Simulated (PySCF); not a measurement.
NO₃, SMILES [O]N([O])[O] (connectivity only; charge and spin as stated), neutral, multiplicity 2.

Geometry optimised at B3LYP-D3(BJ)/def2-TZVP.

All values below come from TDA-M06-2X/def2-SVPD run with PySCF.

Vertical excitations; the highest root listed may be one member of a degenerate set. Gas-phase values at a fixed geometry.

Computed lowest excited states:
```csv
state,energy (eV),λ (nm),f,main pairs
root 1,1.01,1228,0.000,β HOMO−3→LUMO (degenerate set)
root 2,1.01,1227,0.000,β HOMO−2→LUMO (degenerate set)
root 3,1.94,640,0.015,"α HOMO−2→LUMO, β HOMO→LUMO (degenerate set)"
root 4,1.94,640,0.015,"α HOMO−1→LUMO, β HOMO−1→LUMO (degenerate set)"
root 5,4.90,253,0.000,β HOMO→LUMO+1 (degenerate set)
root 6,4.90,253,0.000,β HOMO−1→LUMO+1 (degenerate set)
root 7,5.12,242,0.000,"α HOMO−2→LUMO, β HOMO−3→LUMO+1 (degenerate set)"
root 8,5.12,242,0.000,"α HOMO−1→LUMO, β HOMO−2→LUMO+1 (degenerate set)"
root 9,5.35,232,0.000,α HOMO→LUMO 98 %
root 10,7.06,175,0.000,α HOMO−3→LUMO 98 %
```
Unrestricted roots are not spin-pure.
